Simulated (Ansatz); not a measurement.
`ClB(Cl)B1CN1` + H₂ → `B1CN1` + `ClBCl` at 700 K and 1 bar (hydrogenolysis of a B–B bond).

Isolated molecules relaxed with PBE0-D4/def2-TZVP in Ansatz; ΔE leaves out vibrations. CCSD(T)/CBS is the MP2 limit (def2-TZVPP, def2-QZVPP) plus CCSD(T) − MP2 in def2-TZVPP, frozen cores. This one scheme is used for every species. One conformer a species, not always the lowest.

```json
{"species": "`ClB(Cl)B1CN1`", "CCSD(T)/CBS energy (Eh)": "-1063.75794", "H − E (kJ/mol)": "213.0", "S (J/(mol·K))": "478.7"}
{"species": "H₂", "CCSD(T)/CBS energy (Eh)": "-1.17544", "H − E (kJ/mol)": "46.8", "S (J/(mol·K))": "155.3"}
{"species": "`B1CN1`", "CCSD(T)/CBS energy (Eh)": "-119.91915", "H − E (kJ/mol)": "185.9", "S (J/(mol·K))": "321.1"}
{"species": "`ClBCl`", "CCSD(T)/CBS energy (Eh)": "-945.02167", "H − E (kJ/mol)": "75.0", "S (J/(mol·K))": "318.4"}
```

H − E and S are ideal-gas, rigid-rotor, harmonic terms from PBE0-D4/def2-TZVP, for one conformer and one mirror image of each species. For small species the MP2-based limit differs from directly extrapolated CCSD(T) by up to some mEh (0.8 for H₂); such offsets cancel only in part. 1 Eh = 2625.50 kJ/mol, R = 8.31446 J/(mol·K).

By hand: ΔE, ΔH, ΔS and ΔG.

ΔE = (-119.91915) + (-945.02167) − (-1063.75794) − (-1.17544) = -0.00744 Eh = -19.5 kJ/mol. Δ(H − E) = 185.9 + 75.0 − 213.0 − 46.8 = 1.1, so ΔH = -18.4 kJ/mol. ΔS = 321.1 + 318.4 − 478.7 − 155.3 = 5.5 J/(mol·K). ΔG = -18.4 − 700 × (5.5)/1000 = -22.2 kJ/mol.

By hand: the equilibrium constant, and the temperature at which ΔG would vanish if ΔH and ΔS stayed fixed.

log₁₀ K = −ΔG/(RT ln 10) = 1.7. ΔH and −TΔS have one sign here, so there is no such temperature.

The number of gas molecules stays the same, so ΔS is small and ΔH decides. A doubt of 5 kJ/mol in ΔE shifts log₁₀ K by 0.4 here. Other conformers and mirror images would add mixing entropy, several J/(mol·K) or more a flexible species. Modes under 60 cm⁻¹, often nearly free rotors, make the harmonic entropy too high. These are equilibria of isolated gas molecules and say nothing of rates. Largest T1 diagnostic: 0.014 (customary marks: 0.02 for closed shells, 0.045 for open ones).

ΔS is within the doubt of such terms, so its sign, and with it that verdict, could turn.
